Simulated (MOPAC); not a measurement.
MOPAC input (PM7):

```
PM7 FORCE THERMO(298,298) PRECISE LET CHARGE=-1 GEO-OK AUX(PRECISION=9) THREADS=1
BClFS

B     0.19663324 1    0.27676430 1    0.03044107 1
Cl   -1.50518203 1   -0.01617277 1   -0.47368458 1
F     0.46275377 1    1.59663887 1   -0.03657150 1
S     1.28730999 1   -0.96916771 1    0.51764565 1
```

Output:

```
 *******************************************************************************
 **                                                                           **
 **                              MOPAC v23.2.5                                **
 **                                                                           **
 *******************************************************************************
 ** MOPAC's Digital Object Identifier: https://doi.org/10.5281/zenodo.6511958 **
 **                                                                           **
 ** Please cite the open-source release paper for use of this MOPAC version:  **
 ** J. E. Moussa and J. J. P. Stewart (2026)                                  **
 ** MOPAC: An open-source semiempirical molecular orbital program             **
 ** J. Open Source Softw., 11(119), 8025, https://doi.org/10.21105/joss.08025 **
 *******************************************************************************

                              PM7 CALCULATION RESULTS

 *******************************************************************************
 *  PM7        - The PM7 Hamiltonian to be used
 *  GEO-OK     - OVERRIDE INTERATOMIC DISTANCE AND OTHER SAFETY CHECKS
 *
 *
 *
 *                 CHARGE ON SYSTEM = -1
 *
 *
 *
 *  LET        - OVERRIDE SOME SAFETY CHECKS
 *  PRECISE    - TIGHTER CRITERIA TO BE USED
 *  FORCE      - FORCE CALCULATION SPECIFIED
 *  AUX        - OUTPUT AUXILIARY INFORMATION
 *  THERMO     - THERMODYNAMIC QUANTITIES TO BE CALCULATED
 *******************************************************************************
PM7 FORCE THERMO(298,298) PRECISE LET CHARGE=-1 GEO-OK AUX(PRECISION=9) THREADS=1
 BClFS

   ATOM   CHEMICAL          X               Y               Z
  NUMBER   SYMBOL      (ANGSTROMS)     (ANGSTROMS)     (ANGSTROMS)

     1       B          0.19663324  *   0.27676430  *   0.03044107  *
     2      Cl         -1.50518203  *  -0.01617277  *  -0.47368458  *
     3       F          0.46275377  *   1.59663887  *  -0.03657150  *
     4       S          1.28730999  *  -0.96916771  *   0.51764565  *

          CARTESIAN COORDINATES

    NO.       ATOM           X           Y           Z

     1         B          0.1966      0.2768      0.0304
     2        Cl         -1.5052     -0.0162     -0.4737
     3         F          0.4628      1.5966     -0.0366
     4         S          1.2873     -0.9692      0.5176

 General Reference for PM7:
 "Optimization of Parameters for Semiempirical Methods VI: More Modifications to the
 NDDO Approximations and Re-optimization of Parameters", J. J. P. Stewart, J. Mol. Mod., 1:32, 19 (2013)
 https://link.springer.com/article/10.1007/s00894-012-1667-x

           Empirical Formula: B Cl F S  =     4 atoms

      MOLECULAR POINT GROUP   :   Cs

      RHF CALCULATION, NO. OF DOUBLY OCCUPIED LEVELS = 12

          HEAT OF FORMATION =    -178.152543 KCALS/MOLE

          CARTESIAN COORDINATE DERIVATIVES

   NUMBER  ATOM         X            Y            Z

     1       B     -0.002405    -0.003127     0.000000
     2      Cl      0.000606     0.026216    -0.000000
     3       F      0.023604    -0.015749    -0.000000
     4       S     -0.021807    -0.007341    -0.000000

 DIPOLE           X         Y         Z       TOTAL
 POINT-CHG.     0.853     2.517     0.000     2.658
 HYBRID         0.067     0.557     0.000     0.561
 SUM            0.920     3.074     0.000     3.209

          GRADIENT NORM =   0.04514

          MOLECULAR WEIGHT =   97.32

          ROTATIONAL CONSTANTS IN CM(-1)

          A =    0.23924142   B =    0.10317374   C =    0.07208627

           PRINCIPAL MOMENTS OF INERTIA IN UNITS OF 10**(-40)*GRAM-CM**2

          A =      117.0063   B =      271.3166   C =      388.3229

          ORIENTATION OF MOLECULE IN FORCE CALCULATION

    NO.       ATOM         X         Y         Z

     1          B      -0.2498    0.2231    0.0000
     2         Cl       1.5491    0.2231    0.0000
     3          F      -0.6978    1.4946    0.0000
     4          S      -1.2153   -1.2077   -0.0000

    FIRST DERIVATIVES WILL BE USED IN THE CALCULATION OF SECOND DERIVATIVES

    FOR POINT-GROUP Cs   THERE ARE   2 UNIQUE SYMMETRY FUNCTIONS.

(To convert to Hartree/Bohr^2, multiply by (10^(-21) x N x a0^2)/(4.184 x 627.51) =  0.0642)

           FORCE MATRIX IN MILLIDYNES/ANGSTROM

                  B  1      Cl  2       F  3       S  4
 ------------------------------------------------------
     B    1   7.865310
    Cl    2   1.923135   2.896417
     F    3   4.811528   0.778988   5.708358
     S    4   3.215119   0.621470   0.738369   4.219511

          HEAT OF FORMATION =    -178.152543 KCALS/MOLE

          ZERO POINT ENERGY       5.122 KCAL/MOL

           NORMAL COORDINATE ANALYSIS (Total motion = 1 Angstrom)

   Root No.       1         2         3         4         5         6

                 1 A'      2 A'      1 A"      3 A'      4 A'      5 A'

                 228.2     308.4     442.0     539.1     870.6    1194.3

           1   -0.1091   -0.1405   -0.0000   -0.2180    0.6191   -0.0619
           2    0.2249   -0.0622   -0.0000    0.1424    0.1301    0.6433
           3    0.0000   -0.0000    0.7058    0.0000    0.0000    0.0000
           4   -0.1456   -0.1802    0.0000    0.2194   -0.0771   -0.0013
           5   -0.1915    0.1039    0.0000   -0.0109   -0.0024   -0.0022
           6   -0.0000   -0.0000   -0.0597    0.0000    0.0000   -0.0000
           7   -0.0985    0.4340    0.0000   -0.0902   -0.0637    0.0942
           8    0.2335    0.1456    0.0000    0.2753    0.1296   -0.2729
           9    0.0000    0.0000   -0.1536    0.0000    0.0000   -0.0000
          10    0.2561   -0.0105    0.0000   -0.1157   -0.0857   -0.0336
          11   -0.0024   -0.1802    0.0000   -0.1991   -0.1180   -0.0528
          12    0.0000   -0.0000   -0.0809   -0.0000   -0.0000   -0.0000

           MASS-WEIGHTED COORDINATE ANALYSIS (NORMAL COORDINATES)

   Root No.       1         2         3         4         5         6

                 1 A'      2 A'      1 A"      3 A'      4 A'      5 A'

                 228.2     308.4     442.0     539.1     870.6    1194.3

           1   -0.1458   -0.1769   -0.0000   -0.2992    0.8590   -0.0816
           2    0.3006   -0.0783   -0.0000    0.1954    0.1805    0.8478
           3    0.0000   -0.0000    0.9343    0.0000    0.0000    0.0000
           4   -0.3524   -0.4111    0.0000    0.5454   -0.1938   -0.0030
           5   -0.4636    0.2370    0.0000   -0.0270   -0.0061   -0.0052
           6   -0.0000   -0.0000   -0.1432    0.0000    0.0000   -0.0000
           7   -0.1745    0.7246    0.0000   -0.1641   -0.1172    0.1646
           8    0.4138    0.2430    0.0000    0.5009    0.2383   -0.4767
           9    0.0000    0.0000   -0.2695    0.0000    0.0000   -0.0000
          10    0.5895   -0.0228    0.0000   -0.2735   -0.2048   -0.0762
          11   -0.0056   -0.3909    0.0000   -0.4706   -0.2819   -0.1198
          12    0.0000   -0.0000   -0.1844   -0.0000   -0.0000   -0.0000

          DESCRIPTION OF VIBRATIONS

 VIBRATION          1    1A'         ATOM PAIR     ENERGY CONTRIBUTION    RADIAL
 FREQUENCY           228.18         B 1 -- Cl2         +43.3% (149.6%)      6.8%
 TRANSITION DIPOLE   0.5554         B 1 -- S 4         +40.9% (145.3%)      3.9%
 TRAVEL (Ang.)       0.1827         B 1 -- F 3         +15.8% ( 90.4%)     99.2%
 REDUCED MASS        8.8576
 EFFECTIVE MASS     32.5594
 FORCE CONSTANT      0.2717

 VIBRATION          2    2A'         ATOM PAIR     ENERGY CONTRIBUTION    RADIAL
 FREQUENCY           308.44         B 1 -- F 3         +59.1% ( 85.1%)      0.0%
 TRANSITION DIPOLE   0.3747         B 1 -- Cl2         +23.3% ( 53.4%)     35.5%
 TRAVEL (Ang.)       0.1554         B 1 -- S 4         +17.6% ( 46.5%)     24.6%
 REDUCED MASS        9.0483
 EFFECTIVE MASS     25.7119
 FORCE CONSTANT      0.5072

 VIBRATION          3    1A"         ATOM PAIR     ENERGY CONTRIBUTION    RADIAL
 FREQUENCY           442.04         B 1 -- F 3         +35.6% ( 94.5%)      0.0%
 TRANSITION DIPOLE   1.4342         B 1 -- S 4         +32.7% ( 90.7%)      0.0%
 TRAVEL (Ang.)       0.1349         B 1 -- Cl2         +31.7% ( 89.3%)      0.0%
 REDUCED MASS        8.3878
 EFFECTIVE MASS     12.2576
 FORCE CONSTANT      0.9656

 VIBRATION          4    3A'         ATOM PAIR     ENERGY CONTRIBUTION    RADIAL
 FREQUENCY           539.09         B 1 -- Cl2         +45.3% ( 80.5%)     93.5%
 TRANSITION DIPOLE   2.0146         B 1 -- S 4         +38.5% ( 74.2%)     65.1%
 TRAVEL (Ang.)       0.1282         B 1 -- F 3         +16.2% ( 48.1%)     53.0%
 REDUCED MASS        7.6097
 EFFECTIVE MASS     26.2341
 FORCE CONSTANT      1.3030

 VIBRATION          5    4A'         ATOM PAIR     ENERGY CONTRIBUTION    RADIAL
 FREQUENCY           870.56         B 1 -- S 4         +36.8% ( 91.2%)     71.1%
 TRANSITION DIPOLE   6.4488         B 1 -- F 3         +31.8% ( 84.8%)     15.0%
 TRAVEL (Ang.)       0.1049         B 1 -- Cl2         +31.3% ( 84.1%)     97.0%
 REDUCED MASS        7.0343
 EFFECTIVE MASS     14.1416
 FORCE CONSTANT      3.1410

 VIBRATION          6    5A'         ATOM PAIR     ENERGY CONTRIBUTION    RADIAL
 FREQUENCY          1194.25         B 1 -- F 3         +46.2% ( 98.1%)     97.6%
 TRANSITION DIPOLE   6.0300         B 1 -- S 4         +27.9% ( 76.3%)     68.2%
 TRAVEL (Ang.)       0.0903         B 1 -- Cl2         +25.9% ( 73.5%)      0.8%
 REDUCED MASS        6.9312
 EFFECTIVE MASS     13.0268
 FORCE CONSTANT      5.8244

      SYMMETRY NUMBER FOR POINT-GROUP Cs  =  1

          SYSTEM IS A GROUND STATE

 BClFS

          MOLECULE IS NOT LINEAR

          THERE ARE  6 GENUINE VIBRATIONS IN THIS SYSTEM
          THIS THERMODYNAMICS CALCULATION IS LIMITED TO
          MOLECULES WHICH HAVE NO INTERNAL ROTATIONS

                    CALCULATED THERMODYNAMIC PROPERTIES
                                          *
   TEMP. (K)   PARTITION FUNCTION   H.O.F.    ENTHALPY  HEAT CAPACITY ENTROPY
                                   KCAL/MOL   CAL/MOLE    CAL/K/MOL  CAL/K/MOL

 298.00  VIB.     0.2412D+01                   922.9789     6.7453     4.8473
         ROT.     0.1253D+06                   888.2803     2.9808    26.3068
         INT.     0.3022D+06                  1811.2592     9.7261    31.1540
         TRA.     0.9282D+27                  1480.4672     4.9680    39.6348
         TOT.                     -178.153    3291.7264    14.6941    70.7888

   *: NOTE: HEATS OF FORMATION ARE RELATIVE TO THE
            ELEMENTS IN THEIR STANDARD STATE AT 298K
              (=  Standard Enthalpy of Formation).

            Hvib:  Zero-point energy is not included.
                   frequencies of less than zero cm-1 are not included.
            Hrot = (3/2)RT
            Htra = (3/2)RT + pV = (5/2)RT

            Heat capacity is Cp, not Cv

          For more information, see: HTTP://OpenMOPAC.net/Manual/thermochemistry.html

           FORCE CONSTANT IN CARTESIAN COORDINATES (Millidynes/A)

    ATOM   CHEMICAL       X               Y               Z
   NUMBER   SYMBOL  FORCE CONSTANT  FORCE CONSTANT  FORCE CONSTANT

      1       B        3.813565        6.790919        1.086232
      2      Cl        2.872081        0.350704        0.083883
      3       F        1.214081        5.089058        0.159058
      4       S        1.510955        3.014206        0.125612

 **********************
 *                    *
 * JOB ENDED NORMALLY *
 *                    *
 **********************

 == MOPAC DONE ==
```

The dipole moment of an ion depends on the origin.
